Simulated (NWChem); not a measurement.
Molecule: CH4F2NNb; SMILES [CH3][Nb](=[NH])([F])[F]

Results from NWChem. Medium grid unless said otherwise, to which SCAN and Minnesota functionals are sensitive. Coordinates come from a PBE-D3(BJ)/def2-SVP optimisation. Not confirmed as a minimum by frequencies. def2 effective core potentials on Nb; no spin-orbit coupling.

For level r2SCAN0/def2-SVP:

```
Property                     Value
---------------------------  -----
highest occupied level (eV)  -8.53
orbital gap (eV)              6.82
dipole (D)                    1.46
```

### Question
How do the values read with level CAM-B3LYP/def2-SVP instead?

### Answer
| Item | Result |
|---|---|
| highest occupied level (eV) | -9.65 |
| orbital gap (eV) | 9.09 |
| dipole (D) | 1.34 |
